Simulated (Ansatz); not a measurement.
The same redistribution along the group B, Al, Ga, In.

Calculated with Ansatz (gas phase, PBE0-D4/def2-TZVP geometries, no zero-point term in ΔE). CCSD(T)/CBS adds triple-zeta CCSD(T) − MP2 to the extrapolated MP2 energy (def2 sets, frozen cores). DFT in def2-TZVPP. def2 core potentials past Kr. For Ga, In outer-core shells are correlated without core-valence functions, which leaves a few kJ/mol of doubt a bond. Scalar relativity is left out up to krypton. Each species was taken in one conformer, which may not be the lowest.

```tsv
reaction	r2SCAN-D4 (eV)	CCSD(T)/CBS(def2) (eV)
`B[SiH2]N` + `O[SiH2]N[SiH2][SiH3]` → `B[SiH2][SiH3]` + `N[SiH2]N[SiH2]O`	-0.41	-0.37
`N[SiH2][AlH2]` + `O[SiH2]N[SiH2][SiH3]` → `[AlH2][SiH2][SiH3]` + `N[SiH2]N[SiH2]O`	-0.49	-0.47
`N[SiH2][GaH2]` + `O[SiH2]N[SiH2][SiH3]` → `[SiH3][SiH2][GaH2]` + `N[SiH2]N[SiH2]O`	-0.45	-0.44
`N[SiH2][InH2]` + `O[SiH2]N[SiH2][SiH3]` → `[SiH3][SiH2][InH2]` + `N[SiH2]N[SiH2]O`	-0.46	-0.46
```

Largest T1 diagnostic: 0.014, for `B[SiH2][SiH3]`.
